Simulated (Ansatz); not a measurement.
Basis-set extrapolation for C2H7BO2 (`CB(O)CO`) (PBE0-D4/def2-TZVP geometry, frozen core, Ansatz). Multiplicity 1, RHF reference.

|  | def2-TZVPP | def2-QZVPP |
| --- | --- | --- |
| HF | -254.383888 | -254.396006 |
| MP2 correlation | -0.929783 | -0.997741 |
| CCSD(T) correlation | -1.001241 | not run |

Energies in hartree. Use E(X) = E(∞) + A·exp(−7.88·√X) for Hartree–Fock and E(X) = E(∞) + B·X^(−2.97) for correlation, with X = 3 and 4, and add CCSD(T) minus MP2 of the smaller set to the MP2 limit.

**Question.** What is the CCSD(T) energy at the basis-set limit?

**Answer.** HF limit: -254.396006 + (-0.012118) × 0.13774 = -254.39768. MP2 limit: -0.997741 + (-0.067958) × 0.74074 = -1.04808. Higher-order term: -1.001241 − (-0.929783) = -0.07146. Total: -255.51722 hartree, 346.8 kJ/mol below CCSD(T)/def2-TZVPP.
